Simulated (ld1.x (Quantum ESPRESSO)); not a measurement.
**Logarithmic derivatives: silicon (Si), TM**

```json
{
 "Element": "silicon",
 "Generator": "ld1.x (Quantum ESPRESSO) 7.5",
 "Type": "norm-conserving Troullier–Martins (Kleinman–Bylander form)",
 "Functional": "PBE",
 "Relativity": "non-relativistic",
 "Frozen core": "[Ne]",
 "Valence charge": "4",
 "Reference configuration": "3s2 3p0.5 (charge +1.5)",
 "Partial waves": "3s (bound): rc 2.14 bohr; 3d channel at 0.05 Ry: rc 2.34 bohr; 3p (bound): rc 2.48 bohr",
 "Local potential": "the p channel",
 "Core correction": "a·sin(br)/r model core, default radius (core density twice the valence density)"
}
```

The phase is arctan(r·u′/u) with u = r·R(r), unwrapped; energies in Ry, scanned from -4 to 5 Ry. A pole is an energy at which the radial function vanishes at the test radius. The pseudo phase is shifted by a multiple of π to meet the all-electron one at the reference energy, and phase errors are pseudo minus all-electron; the curves can meet again beyond the range given. Levels narrower than the energy grid can be missing from the lists of poles.

```csv
channel,radius (bohr),reference energy (Ry),"poles, all-electron","poles, pseudo",unbroken range about the reference energy with phases within 0.05 rad,phase error 1 Ry above the reference energy (rad)
s,2.70,-1.73,-1.02,"-1.03, 4.33",below 0.9,-0.002
p,2.70,-1.17,-0.19,-0.21,below 1.5,-0.003
d,2.70,0.05,0.82,0.82,below 2.3,+0.003
```

Phases in the p channel:

```csv
E (Ry),all-electron,pseudo
-4.00,1.335,1.335
-3.76,1.322,1.321
-3.52,1.306,1.306
-3.28,1.288,1.287
-3.04,1.264,1.264
-2.80,1.234,1.234
-2.56,1.194,1.193
-2.32,1.135,1.134
-2.08,1.043,1.042
-1.84,0.877,0.875
-1.60,0.520,0.518
-1.36,-0.240,-0.240
-1.12,-0.947,-0.947
-0.88,-1.268,-1.269
-0.64,-1.424,-1.425
-0.40,-1.515,-1.518
-0.16,-1.579,-1.582
0.08,-1.628,-1.632
0.32,-1.670,-1.676
0.56,-1.710,-1.719
0.80,-1.752,-1.764
1.04,-1.798,-1.815
1.28,-1.854,-1.881
1.52,-1.927,-1.973
1.76,-2.033,-2.117
2.00,-2.204,-2.376
2.24,-2.513,-2.877
2.48,-3.061,-3.561
2.72,-3.676,-4.024
2.96,-4.060,-4.261
3.20,-4.267,-4.393
3.44,-4.388,-4.476
3.68,-4.466,-4.533
3.92,-4.521,-4.576
4.16,-4.562,-4.609
4.40,-4.594,-4.635
4.64,-4.620,-4.658
4.88,-4.642,-4.678
```
